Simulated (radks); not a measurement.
Values are calculated unless marked as measured or tabulated.
The fluorine ion F2+, configuration [He] 2s2 2p1 3s2 (not the ground configuration). Level of theory: Dirac Kohn-Sham, PBEsol, spin-unpolarised, spherical densities, point nucleus; open shells fill j = l - 1/2 first (a radial shooting solver on a logarithmic mesh with Libxc functionals).

X-ray form factor f0, the Fourier transform of the density (f0(0) = 7):

| sin(theta)/lambda (1/angstrom) | f0 (electrons) |
|---|---|
| 0.05 | 6.710 |
| 0.1 | 5.993 |
| 0.15 | 5.170 |
| 0.2 | 4.482 |
| 0.25 | 3.989 |
| 0.3 | 3.641 |
| 0.4 | 3.113 |
| 0.5 | 2.637 |
| 0.6 | 2.230 |
| 0.8 | 1.716 |
| 1 | 1.475 |
| 1.25 | 1.300 |
| 1.5 | 1.144 |
| 2 | 0.837 |
